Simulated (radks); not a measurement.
Correlation energies from several functionals, in hartree. Species: K4+ [Ne] 3s2 3p3; Yb2+ [Xe] 4f14; As3+ [Ar] 3d10 4s2. All-electron calculation, non-relativistic Kohn-Sham, LDA (Slater exchange, Perdew-Wang correlation), spin-polarised, spherical densities, point nucleus. Program: a radial shooting solver on a logarithmic mesh with Libxc functionals. Every spin shell is full or empty, so the densities are truly spherical. Functionals are evaluated on that one density, not self-consistently.

functional       K4+     Yb2+     As3+
PW92         -1.2614  -7.0467  -2.8163
VWN5         -1.2680  -7.0764  -2.8296
Chachiyo     -1.2368  -6.9663  -2.7763
PBE         -0.57239  -4.0940  -1.4757
PBEsol      -0.67445  -4.5939  -1.6916
P86         -0.65841  -4.6053  -1.6802
AM05         -1.1447  -6.6219  -2.5985
OP (B88)    -0.60554  -3.6195  -1.4461
TPSS        -0.57878  -4.0934  -1.4798
SCAN        -0.57427  -4.1509  -1.4893
B95         -0.69733  -5.0830  -1.7975
Tao-Mo      -0.52678  -3.9975  -1.4114
